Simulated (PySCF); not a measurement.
SMILES FC(F)(F)CC[SiH3], GFN2-xTB optimised geometry.

```
14

F     -0.22     0.19     1.19
C      0.16     0.69     0.00
F      1.51     0.69     0.00
F     -0.21     1.98     0.00
C     -0.42    -0.07    -1.17
C      0.01    -1.53    -1.15
Si    -0.70    -2.52    -2.61
H     -1.51     0.02    -1.10
H     -0.08     0.42    -2.08
H     -0.30    -1.98    -0.21
H      1.10    -1.58    -1.16
H     -2.16    -2.46    -2.55
H     -0.23    -1.91    -3.86
H     -0.23    -3.90    -2.50
```

Density from PySCF with B3LYP/def2-TZVP at that geometry.

Minimum of the electron density along straight lines between bonded atoms, close to the bond critical point (lines longer than 1.1 times the sum of covalent radii, or with two minima, are not listed):

| bond | length / Å | ρ at the minimum / e bohr⁻³ | ∇²ρ there / e bohr⁻⁵ | position (fraction from the first atom) |
|---|---|---|---|---|
| F1–C2 | 1.342 | 0.284 | -0.50 | 0.66 |
| C2–F3 | 1.342 | 0.284 | -0.50 | 0.34 |
| C2–F4 | 1.345 | 0.283 | -0.52 | 0.34 |
| C2–C5 | 1.515 | 0.268 | -0.73 | 0.54 |
| C5–C6 | 1.524 | 0.244 | -0.59 | 0.51 |
| C6–Si7 | 1.907 | 0.117 | 0.14 | 0.61 |
| C5–H8 | 1.091 | 0.282 | -0.98 | 0.64 |
| C5–H9 | 1.091 | 0.282 | -0.98 | 0.64 |
| C6–H10 | 1.091 | 0.277 | -0.93 | 0.64 |
| C6–H11 | 1.091 | 0.277 | -0.93 | 0.64 |
| Si7–H12 | 1.464 | 0.125 | 0.18 | 0.49 |
| Si7–H13 | 1.464 | 0.125 | 0.18 | 0.49 |
| Si7–H14 | 1.461 | 0.126 | 0.19 | 0.49 |
